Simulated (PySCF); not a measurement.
## How methods differ on the excitation energy of Ir⁺

Ir⁺ [Xe] 4f14 5d7 6s1 (5F) → Ir⁺ [Xe] 4f14 5d7 6p1 (high-spin determinant), as a difference of total energies. All numbers are calculated (PySCF 2.14, scalar relativity through the core potential, in aug-cc-pwCVTZ-PP with ECP60MDF (8s8p7d4f3g, 122 functions)). Correlated levels: valence: 5s2 5p6 frozen; valence and next inner shell: nothing frozen outside the core potential. The calculations carry no spin-orbit coupling.

```json
{"method": "UHF", "excitation energy (eV)": "6.035"}
{"method": "LDA", "excitation energy (eV)": "6.613"}
{"method": "PBE", "excitation energy (eV)": "6.483"}
{"method": "PBE0", "excitation energy (eV)": "6.436"}
{"method": "r2SCAN", "excitation energy (eV)": "6.610"}
{"method": "HSE06", "excitation energy (eV)": "6.418"}
{"method": "BHandHLYP", "excitation energy (eV)": "6.345"}
{"method": "MP2 (valence)", "excitation energy (eV)": "6.433"}
{"method": "SCS-MP2 (valence)", "excitation energy (eV)": "6.321"}
{"method": "MP2 (valence and next inner shell)", "excitation energy (eV)": "6.616"}
{"method": "SCS-MP2 (valence and next inner shell)", "excitation energy (eV)": "6.479"}
```

Problem. How much does correlation contribute at MP2 (valence and next inner shell)?

Solution. 6.616 − (6.035) = 0.581 eV, measured against UHF.

The determinant of the upper state mixes LS terms, which raises its energy above the lowest term, most at the Hartree-Fock and MP2 levels.
